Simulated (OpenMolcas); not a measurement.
# Levels of Au+ by method

```json
{
  "Program": "OpenMolcas",
  "Basis": "ANO-R1 [7s5p4d2f]",
  "Scalar Hamiltonian": "X2C, finite nucleus",
  "Active space": "10 electrons in 6 orbitals (5d 6s)",
  "State averaging": "2S+1 = 3 even, 5 roots; 2S+1 = 1 even, 6 roots",
  "Spin-orbit coupling": "state interaction with AMFI integrals over the reference wave functions, term energies averaged over their components"
}
```

Methods on the same reference wave functions:
A. CASSCF
B. SS-CASPT2, IPEA 0.25 Eh, imaginary shift 0.1 Eh (closed shells correlated: 5s 5p)

Energies in cm⁻¹ above 5d¹⁰ ¹S₀, the measured ground level; measured values from NIST Handbook of Basic Atomic Spectroscopic Data.

```csv
Level,A,B,Measured
5d¹⁰ ¹S₀,0.0,0.0,0.0
5d⁹ 6s ³D₃,11722,14740,15040
5d⁹ 6s ³D₂ [59 %],14785,17240,17641
5d⁹ 6s ³D₁,24534,27550,27766
5d⁹ 6s ¹D₂ [59 %],27624,29740,29621
```

Deviations, from unrounded energies. A percentage is the sum of absolute deviations over the sum of measured energies, with the sign that they share, or ± where signs differ.

```
           Against measurement  Levels      A     B
mean absolute deviation (cm-1)       4   2900   260
      other configurations (%)       4  -12.7  ±1.2
```

B lies closest to measurement on these levels. The largest miss of B in the table is 5d⁹ 6s ³D₂ [59 %], by -410 cm-1. The ranking rests on the paired levels alone, and a cruder setting can come out closer through cancelling errors.

The lowest spin-free term lies below A's lowest term by 0.390 hartree in B.

CASPT2 does not keep the components of a term degenerate, so their means are used; among the terms shown or strongly mixed into the levels shown the widest spread is 23 cm-1 (5d⁹ 6s ¹D, B). A single d shell beside an s shell can misplace configurations of different d count against each other. Without dynamic correlation excited terms often stand tens of per cent too high (terms of higher spin than the ground term too low), and those without a measured partner can miss by more than the paired ones (holds for A). Measured partners are found by configuration, term and J. A level has none where our copy of the source lacks it or the pairing is in doubt (some pairs that miss far off the trend of their configuration count as doubtful), and it then counts in no deviation. Where the source uses jj or jK labels, the order within each J decides. Only configurations of the active space appear.

A share in square brackets marks a mixed level and gives the weight of the term that names it, the lowest over the columns.
